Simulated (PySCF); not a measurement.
Mg₃Se⁺, quartet: data card

Computed with UPBE0/[Se def2-SVP, Mg def2-SVP], no relativity, density fitting, PySCF.

The structure is a saddle point with 1 imaginary mode.

* Point group: C2v
* Bond lengths: Se–Mg 2.565 Å (×3)
* Bond angles: Mg–Se–Mg 120.0° (×3)
* Rotational constants: 0.07124, 0.07122, 0.03562 cm⁻¹
* Principal polarisabilities: 137.5, 182.3, 182.4 bohr³
* Dipole moment about the centre of mass: 0.00 D
* Spin squared ⟨S²⟩: 3.752
* Lowest empty level (β): -6.96 eV
* Zero-point energy (real modes): 5.6 kJ/mol
* Principal quadrupole moments (Buckingham, traceless) about the centre of mass: -21.16, 10.57, 10.58 D Å
* Highest occupied level (α): -8.84 eV

Harmonic modes (masses in u: Se 79.917, Mg 23.985):
| symmetry | ω (cm⁻¹) | IR (km/mol) |
| --- | --- | --- |
| b1 | 41i | – |
| b2 | 67 | 0.2 |
| a1 | 68 | 0.3 |
| a1 | 254 | 0.0 |
| a1 | 276 | 138 |
| b2 | 277 | 138 |

In C2v the vibrations span b1 + 2b2 + 3a1. Here b1 is antisymmetric to the molecular plane and b2 lies in it.

Charges (e):
```tsv
atom	Mulliken	Löwdin	polar tensor	spin (Mulliken)	Mayer order to Se1
Se1	-0.65	0.30	-1.02	0.18	–
Mg2,3,4	0.55	0.23	0.67	0.94	0.69
```

Mulliken populations on Se1: s 7.82, p 16.82, d 10.01.

Outer orbital energies (eV). α occupied: -22.10, -12.88, -12.88, -10.88, -9.68, -8.84, -8.84; empty: -5.04, -5.04, -4.65, -4.65. β occupied: -21.80, -12.46, -12.46, -10.77; empty: -6.96, -5.93, -5.93, -4.17.

Other isomers or separated fragments may lie lower. At this level a broken-symmetry Ms = 1/2 minimum of Cs symmetry lies 15 kJ/mol below this structure.

The final relaxation and frequency run took roughly 2.4 core-minutes on a shared host.
